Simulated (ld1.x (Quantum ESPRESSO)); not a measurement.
Which change was made? (As, RRKJ)

* Element: arsenic
* Generator: ld1.x (Quantum ESPRESSO) 7.5
* Type: norm-conserving RRKJ (Kleinman–Bylander form)
* Functional: LDA (PZ)
* Relativity: non-relativistic
* Frozen core: [Ar]
* Valence charge: 15
* Reference configuration: 3d10 4s2 4p3
* Partial waves: 4s (bound): rc 1.70 bohr; 4p (bound): rc 2.10 bohr; 3d (bound): rc 1.20 bohr
* Local potential: all-electron potential smoothed inside 1.55 bohr (lloc = -1)
* Core correction: none
* rho0: 0.01

Cutoffs, loose and tight: the cutoffs (Ry, on a coarse ladder) from which the occupation-weighted sum of valence levels, in a spherical-Bessel basis at the reference potential, stays within 10 and 1 mRy of its value at 400 Ry. They do not see the model core or the augmentation charge, which bear on the density cutoff. Test errors are all-electron minus pseudo excitation energies from the reference, over the configurations 3d10 4s2 4p2; 3d10 4s2 4p1; 3d10 4s2 4p0; 3d10 4s0 4p5; 3d9 4s2 4p4; 3d10 4s1 4p3; 3d10 4s1 4p4 (two spin-polarised tests are not counted in the largest error); variants that change the core or the reference have their own tests. The largest error is taken over the tests solved by every variant that gives reliable tests at all, those not shown here included: 3d10 4s0 4p5; 3d10 4s1 4p4; 3d10 4s2 4p2.

The base gives: outcome: generated; cutoff, loose: 180 Ry; cutoff, tight: 260 Ry; bound ghosts: none; largest test error (meV): +3.1.

(1) After one change the result is: outcome: generated; cutoff, loose: 180 Ry; cutoff, tight: 260 Ry; bound ghosts: none; largest test error (meV): -4.2. Which change was it?
A. functional PBEsol
B. type PAW; waves now 4s (bound): rcut 1.50, rcutus 1.70 bohr; 4s channel at 1.7 Ry: rcut 1.50, rcutus 1.70 bohr; 4p (bound): rcut 1.85, rcutus 2.10 bohr; 4p channel at 0.1 Ry: rcut 1.85, rcutus 2.10 bohr; 3d (bound): rcut 1.05, rcutus 1.20 bohr; 3d channel at -0.95 Ry: rcut 1.05, rcutus 1.20 bohr; local potential all-electron potential smoothed inside 1.30 bohr (lloc = -2); core correction a·sin(br)/r model core, default radius (ld1.x builds one for every PAW set, though the input has nlcc=.false.); augmentation PSQ, inside the norm-conserving radii; rho0 0
C. all radii scaled by about 0.82 (s 1.38, p 1.72, d 0.98 bohr); local potential all-electron potential smoothed inside 1.26 bohr (lloc = -1)
D. wave 3d (bound): rc 1.20 bohr becomes 3d (bound): rc 1.36 bohr

Answers

(1) A. The others give: wave 3d (bound): rc 1.20 bohr becomes 3d (bound): rc 1.36 bohr → outcome: generated; cutoff, loose: 140 Ry; cutoff, tight: 200 Ry; bound ghosts: none; largest test error (meV): +3.2 | type PAW; waves now 4s (bound): rcut 1.50, rcutus 1.70 bohr; 4s channel at 1.7 Ry: rcut 1.50, rcutus 1.70 bohr; 4p (bound): rcut 1.85, rcutus 2.10 bohr; 4p channel at 0.1 Ry: rcut 1.85, rcutus 2.10 bohr; 3d (bound): rcut 1.05, rcutus 1.20 bohr; 3d channel at -0.95 Ry: rcut 1.05, rcutus 1.20 bohr; local potential all-electron potential smoothed inside 1.30 bohr (lloc = -2); core correction a·sin(br)/r model core, default radius (ld1.x builds one for every PAW set, though the input has nlcc=.false.); augmentation PSQ, inside the norm-conserving radii; rho0 0 → outcome: generated; cutoff, loose: 100 Ry; cutoff, tight: 180 Ry; bound ghosts: none; largest test error (meV): -0.1 | all radii scaled by about 0.82 (s 1.38, p 1.72, d 0.98 bohr); local potential all-electron potential smoothed inside 1.26 bohr (lloc = -1) → outcome: generated; cutoff, loose: 230 Ry; cutoff, tight: 300 Ry; bound ghosts: s; largest test error (meV): -3.0.
